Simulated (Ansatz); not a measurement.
Basis-set extrapolation for C2H10BN, SMILES `C[BH-](C)[NH3+]` (PBE0-D4/def2-TZVP geometry, frozen core, the Gaussian-basis code of Ansatz). Multiplicity 1, RHF reference.

|  | def2-TZVPP | def2-QZVPP |
| --- | --- | --- |
| HF | -160.771355 | -160.779315 |
| MP2 correlation | -0.718802 | -0.763872 |
| CCSD(T) correlation | -0.796569 | not run |

Energies in hartree. Use E(X) = E(∞) + A·exp(−7.88·√X) for Hartree–Fock and E(X) = E(∞) + B·X^(−2.97) for correlation, with X = 3 and 4, and add CCSD(T) minus MP2 of the smaller set to the MP2 limit.

What is the CCSD(T) energy at the basis-set limit?

HF limit: -160.779315 + (-0.007960) × 0.13774 = -160.78041. MP2 limit: -0.763872 + (-0.045070) × 0.74074 = -0.79726. Higher-order term: -0.796569 − (-0.718802) = -0.07777. Total: -161.65544 hartree, 54.9 kcal/mol below CCSD(T)/def2-TZVPP.
